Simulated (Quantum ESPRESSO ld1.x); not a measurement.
The run below uses ld1.x (Quantum ESPRESSO 7.5).

```
 &input
    zed=47.0,
    iswitch=1,
    rel=1,
    dft='PZ',
    config='[Ar] 3d10 4s2 4p3',
    verbosity='high',
    prefix='ld1',
    max_out_wfc=37,
    file_charge='ld1.rho',
 /
```

Command: `OMP_NUM_THREADS=1 ld1.x < ld1.in > ld1.out`

It prints:

```
     Program LD1 v.7.5 starts

     --------------------------- All-electron run ----------------------------

     scalar relativistic calculation

     atomic number is 47.00
     dft =PZ   lsd =0 sic =0 latt =0  beta=0.20 tr2=1.0E-14
     Exchange-correlation= PZ
                           (   1   1   0   0   0   0   0)
     mesh =2057 r(mesh) =  99.27089 a.u. xmin = -8.00 dx = 0.00800
     1 Ry =  13.60569312 eV, c = 137.03599908

     n l     nl                  e(Ry)          e(Ha)          e(eV)
     1 0     1S 1( 2.00)   -1884.186298478    -942.093149239 -25635.6605636
     2 0     2S 1( 2.00)    -298.398348265    -149.199174133  -4059.9163549
     2 1     2P 1( 6.00)    -270.399035655    -135.199517827  -3678.9662999
     3 0     3S 1( 2.00)     -73.766743299     -36.883371649  -1003.6476720
     3 1     3P 1( 6.00)     -64.557260811     -32.278630405   -878.3462794
     3 2     3D 1(10.00)     -50.083911746     -25.041955873   -681.4263336
     4 0     4S 1( 2.00)     -27.919791980     -13.959895990   -379.8681217
     4 1     4P 1( 3.00)     -24.842616002     -12.421308001   -338.0010097

     final scf error:  4.1E-15 reached in  17 iterations

     Etot =  -10482.416292 Ry,   -5241.208146 Ha, -142620.539260 eV

     Ekin =   10893.842417 Ry,    5446.921209 Ha,  148218.276858 eV
     Encl =  -24526.504759 Ry,  -12263.252379 Ha, -333700.097125 eV
     Eh   =    3415.438419 Ry,    1707.719210 Ha,   46469.407013 eV
     Exc  =    -265.192370 Ry,    -132.596185 Ha,   -3608.126006 eV

     normalization and overlap integrals

     s(1S/1S) =  1.000000  <r> =   0.0311  <r2> =    0.0013  r(max) =   0.0201
     s(1S/2S) = -0.011527
     s(1S/3S) = -0.004797
     s(1S/4S) = -0.002347
     s(2S/2S) =  1.000000  <r> =   0.1350  <r2> =    0.0215  r(max) =   0.1142
     s(2S/3S) = -0.002927
     s(2S/4S) = -0.001378
     s(2P/2P) =  1.000000  <r> =   0.1177  <r2> =    0.0169  r(max) =   0.0913
     s(2P/3P) = -0.002398
     s(2P/4P) = -0.001092
     s(3S/3S) =  1.000000  <r> =   0.3667  <r2> =    0.1537  r(max) =   0.3308
     s(3S/4S) = -0.000912
     s(3P/3P) =  1.000000  <r> =   0.3648  <r2> =    0.1543  r(max) =   0.3256
     s(3P/4P) = -0.000796
     s(3D/3D) =  1.000000  <r> =   0.3407  <r2> =    0.1378  r(max) =   0.2709
     s(4S/4S) =  1.000000  <r> =   0.8196  <r2> =    0.7536  r(max) =   0.7787
     s(4P/4P) =  1.000000  <r> =   0.8554  <r2> =    0.8253  r(max) =   0.8105

     ------------------------ End of All-electron run ------------------------
```

Run on one thread of a shared host, so times are rough (Intel(R) Xeon(R) Processor @ 2.60GHz): 0.44 s of CPU time, 1.2 s wall, 17 iterations on 2057 mesh points.
